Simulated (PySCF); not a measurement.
Job for PySCF: R-B3LYP/6-311+G** on C2HNO2 (a complex), monomers drawn apart or pushed together.

```python
from pyscf import gto, scf, dft, mp
from pyscf.data.elements import chemcore

mol = gto.M(
    atom='''
    C    -0.16911623    0.29580944   -1.61664731
    N    -0.15244065    0.26138366   -0.45398306
    H    -0.13826659    0.23092218    0.54681809
    O    -0.10635308    0.17076208    2.38168548
    C    -0.06101263    0.11127481    3.54132666
    O    -0.01623330    0.05237864    4.69428219
    ''',
    basis='6-311+g**',
    charge=0, spin=0, verbose=3, max_memory=1800)
mf = dft.RKS(mol, xc='b3lyp')
mf.conv_tol = 1e-8
mf.max_cycle = 100
mf.kernel()
if not mf.converged:
    mf = mf.newton().run(mf.mo_coeff, mf.mo_occ)
```

Program output:

```
converged SCF energy = -282.081677682789
```

The run converged.

Cost: roughly 12 core-seconds.
